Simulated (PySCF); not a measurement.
Two species compared at the same levels of theory.

First species: C₉H₈F₂.
Geometry (GFN2-xTB, Å), atoms numbered from 1 in this order:
```xyz
19
C9H8F2 angstrom
C      2.742    0.047    1.613
C      2.147    0.846    0.736
C      0.868    0.603    0.079
C     -0.001   -0.426    0.436
C     -1.209   -0.620   -0.217
C     -2.100   -1.749    0.225
F     -3.226   -1.851   -0.549
C     -1.577    0.225   -1.255
C     -0.739    1.259   -1.633
C      0.457    1.434   -0.968
F      1.258    2.451   -1.355
H      2.321   -0.893    1.929
H      3.691    0.308    2.046
H      2.634    1.767    0.446
H      0.268   -1.085    1.248
H     -1.581   -2.712    0.152
H     -2.441   -1.598    1.257
H     -2.516    0.076   -1.764
H     -1.005    1.928   -2.435
```

Second species: C₅H₁₁NOSi₃.
Geometry (GFN2-xTB, Å), atoms numbered from 1 in this order:
```xyz
21
C5H11NOSi3 angstrom
N     -5.3296    0.4252   -0.2700
C     -4.2554    0.0342   -0.3465
Si    -2.4939   -0.5812   -0.4598
C     -1.2514    0.8694   -0.6652
Si    -0.2865    0.2846    0.8890
C      1.1664   -0.7842    0.2442
O      0.8972   -1.6551   -0.5627
C      2.5561   -0.4876    0.6652
Si     3.2528    0.8741   -0.4872
C     -1.7411   -0.9056    1.2765
H     -2.4733   -1.6593   -1.4420
H     -1.7027    1.8524   -0.5588
H     -0.6895    0.8736   -1.5946
H      0.1391    1.2651    1.8930
H      3.1849   -1.3732    0.5674
H      2.5765   -0.1339    1.6942
H      4.6233    1.1481   -0.0526
H      3.2327    0.4049   -1.8699
H      2.4248    2.0738   -0.3431
H     -1.4674   -1.9364    1.4804
H     -2.3718   -0.5722    2.0968
```

Levels: PBE0/pcSseg-1 for dipole moment, HOMO energy, LUMO energy and HOMO–LUMO gap; GFN2-xTB for rotational constant A and rotational constant C. Geometries: GFN2-xTB. All species are isolated and taken at one optimised geometry, non-relativistic unless stated. Electronic properties by PySCF.

The conformers computed, where there is a choice (atom-mapped SMILES and torsion angles):
- `[CH2:1]=[CH:2][c:3]1[cH:4][c:5]([CH2:6][F:7])[cH:8][cH:9][c:10]1[F:11]`: C1–C2–C3–C4 10°, C4–C5–C6–F7 -177°
- `[N:1]#[C:2][Si@H:3]1[CH2:4][Si@H:5]([C:6](=[O:7])[CH2:8][SiH3:9])[CH2:10]1`: C4–Si5–C6–O7 -49°, Si5–C6–C8–Si9 -85°

Values for the first species:

```
Dipole moment         : 1.67 D
HOMO energy           : -6.85 eV
LUMO energy           : -1.39 eV
HOMO–LUMO gap         : 5.46 eV
Rotational constant A : 1.868 GHz
Rotational constant C : 0.520 GHz
```

Q: Estimate the same properties for the second species, and the change in each.

A: 
```json
{"property": "dipole moment", "first": "1.67 D", "second": "5.27 D", "second less first": "+3.60 D"}
{"property": "HOMO energy", "first": "-6.85 eV", "second": "-7.10 eV", "second less first": "-0.25 eV"}
{"property": "LUMO energy", "first": "-1.39 eV", "second": "-1.76 eV", "second less first": "-0.37 eV"}
{"property": "HOMO–LUMO gap", "first": "5.46 eV", "second": "5.34 eV", "second less first": "-0.12 eV"}
{"property": "rotational constant A", "first": "1.868 GHz", "second": "2.291 GHz", "second less first": "+0.423 GHz"}
{"property": "rotational constant C", "first": "0.520 GHz", "second": "0.356 GHz", "second less first": "-0.164 GHz"}
```

On the first: The dipole matches unit charges of opposite sign 0.35 Å apart (1 e·Å = 4.8032 D).

On the second: The dipole equals about 17.6 × 10⁻³⁰ C·m (1 D = 3.33564 × 10⁻³⁰ C·m). A dipole of 5.27 D is allowed in C1, and pure rotational transitions are dipole-allowed.
